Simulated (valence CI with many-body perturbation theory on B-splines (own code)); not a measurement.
Questions on Cs⁴⁹⁺

Method: relativistic CI+MBPT: four valence electrons over a frozen Dirac-Fock core [He], a basis of 9 s, 9 p, 8 d, 6 f, 3 g, 1 h functions for each j, with the one-electron correlation potential Σ1 (screened to all orders), the two-electron term Σ2, the three-electron term Σ3, Breit, model QED; selected single and double excitations, second order for the rest, scaled by the run's own slope (own B-spline code, finite nucleus).

No measured spectrum was set against this ion. As an estimate, large intervals hold to a few tenths of a per cent, small ones and those within an open d or f shell to about a per cent.

Levels are named by their leading jj configuration (3d3/2^4 stands for four electrons in 3d with j = 3/2), which in mixed levels can hold well under half, so a name can repeat and another be missing.

Rates and lifetimes use the calculated energies. Strong lines usually hold to 10 to 20 %, long lifetimes can be off by a factor of two.

**Question.** What is the ground level?

**Answer.** (2s^2 2p1/2^2) J=0, composition 70 % 2s2 2p2 3P + 29 % 2s2 2p2 1S.

**Question.** What is the ionisation energy?

**Answer.** 9351.5 eV; NIST lists 9350 ± 4 eV (theoretical).

**Question.** Name the longest-lived excited levels whose lifetime is computed, and their main decay.

**Answer.** (2s^2 2p1/2 2p3/2) J=2 at 27.75 Ry lives 2.15 μs, mostly by E2 to (2s^2 2p1/2^2) J=0; (2s^2 2p1/2 2p3/2) J=1 at 26.59 Ry lives 3.23 ns, mostly by M1 to (2s^2 2p1/2^2) J=0.

**Question.** What are the static dipole polarisabilities of the lowest levels?

**Answer.** (2s^2 2p1/2^2) J=0 0.000397 bohr³, of which the core gives 8.47e-07.

**Question.** Where does the other parity begin?

**Answer.** At (2s 2p1/2^2 2p3/2) J=2, 40.62 Ry.
